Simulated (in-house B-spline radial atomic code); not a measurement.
Cr¹⁴⁺. Computed with a B-spline radial atomic code. Model: all-electron spherical atom, spin shells full or empty, radial basis limit, no spin-orbit coupling: exact exchange with a local potential (Slater, KLI or optimised effective potential, whose far tail is KLI's), no correlation.

Exchange potential has not reached -1/r at the last radius.

The run also made RPA and GW results, which its time includes.

The Slater potential averages the orbital exchange potentials with the orbital densities as weights, KLI adds orbital constants, and the optimised effective potential minimises the exact-exchange energy among local potentials. So their energies lie above Hartree-Fock in the order OEP, KLI, Slater. All fall off as −1/r, unlike LDA and GGA exchange.

Command:
```bash
python run_gw.py task.json out
```
Settings (lengths in bohr, energies in hartree):
```
Z                      24
electrons              10
configuration          [He] 2s2 2p6
hamiltonian            nr
method                 oep
lmax                   9
spin_polarised         False
box_radius             5.25
intervals              63
```

Run time, properties included: 1.6 s on 1 thread of Arm Neoverse N1, with other jobs on the host.

Given: hamiltonian non-relativistic; mean-field start exchange-only OEP.

Computed: energy above Hartree-Fock 1.9684 millihartree; virial ratio -E/T less 1 0.

| radius (bohr) | r times exchange potential (hartree bohr) |
| --- | --- |
| 0.00208 | -0.042687 |
| 0.00246 | -0.050451 |
| 0.00291 | -0.059627 |
| 0.00344 | -0.070398 |
| 0.00407 | -0.083143 |
| 0.00482 | -0.098222 |
| 0.0057 | -0.11577 |
| 0.00673 | -0.13607 |
| 0.00796 | -0.15994 |
| 0.00942 | -0.18769 |
| 0.0111 | -0.21875 |
| 0.0132 | ? |
| 0.0156 | -0.29679 |
| 0.0184 | -0.34125 |
| 0.0218 | -0.3908 |
| 0.0257 | -0.44157 |
| 0.0304 | -0.49426 |
| 0.036 | -0.54537 |
| 0.0426 | -0.59028 |
| 0.0503 | -0.62332 |
| 0.0595 | -0.63856 |
| 0.0704 | -0.63035 |
| 0.0832 | -0.60789 |
| 0.0984 | -0.61371 |
| 0.116 | -0.69716 |
| 0.138 | -0.85171 |
| 0.163 | -1.0063 |
| 0.192 | -1.1397 |
| 0.228 | -1.2538 |
| 0.269 | -1.3309 |
| 0.318 | ? |
| 0.376 | -1.3629 |
| 0.445 | -1.3243 |
| 0.526 | -1.2676 |
| 0.622 | -1.207 |
| 0.736 | -1.1517 |
| 0.87 | -1.1039 |

(1) What belongs in the row 0.0132?

(2) What belongs in the row 0.318?

| occupied | level (hartree) | Hartree-Fock level (hartree) |
| --- | --- | --- |
| 1s | -231.95 | -236.35 |
| 2s | -40.78 | -41.168 |
| 2p | -37.248 | -37.247 |

```json
{"empty": "3s", "level (hartree)": "-15.652"}
{"empty": "3p", "level (hartree)": "-14.607"}
{"empty": "3d", "level (hartree)": "?"}
{"empty": "4s", "level (hartree)": "-8.2364"}
{"empty": "4p", "level (hartree)": "-7.8178"}
{"empty": "4d", "level (hartree)": "-7.3101"}
{"empty": "4f", "level (hartree)": "-7.1107"}
```

(3) What belongs in the row 3d?

## Answers

(1) r times exchange potential (hartree bohr): -0.25615.

(2) r times exchange potential (hartree bohr): -1.368.

(3) level (hartree): -13.264.

The highest level, 2p, differs from Hartree-Fock by -0.018 eV and the deepest, 1s, by +120 eV: a local potential can match the highest level but can't give each shell its own exchange.
